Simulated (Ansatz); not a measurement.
Ansatz (a quantum-chemistry and plane-wave program) input (PBE/6-31G*):

Ansatz 0.2 input:
```yaml
crystal:
  periodic: [false, false, false]
  atoms:
    - {symbol: P, position_ang: [-0.00000000, -0.00000000, -0.51471894]}
    - {symbol: O, position_ang: [0.00000000, 0.00000000, 0.96509801]}
basis:
  gaussian:
    orbitals: 6-31G*
hamiltonian:
  xc: {name: PBE}
magnetization: {spin_polarized: true, initial_magnetization: 1}
output: {forces: true}
```

What final total energy does it give?

-416.28185 Eh.
